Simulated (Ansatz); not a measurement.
```yaml
atoms:
  - { symbol: Li, position_ang: [1.3400, 0.0000, 2.8000] }
  - { symbol: Li, position_ang: [-1.3400, 0.0000, 2.8000] }
  - { symbol: Li, position_ang: [1.3400, 0.0000, 0.0000] }
  - { symbol: Li, position_ang: [-1.3400, 0.0000, 0.0000] }
```

RHF on singlet Li4 was run in several spherical basis sets with Ansatz (development build ahead of 0.2.0).

Question: Rank the basis sets by the total energy that they give, lowest first, with the distance from the lowest.
A. def2-SVP
B. 6-31G
C. cc-pVDZ

Answer: C (0.00 eV), B (0.22 eV), A (0.78 eV).

Totals follow the description of the cores as much as that of the bonds, so this order isn't one of quality for chemistry.
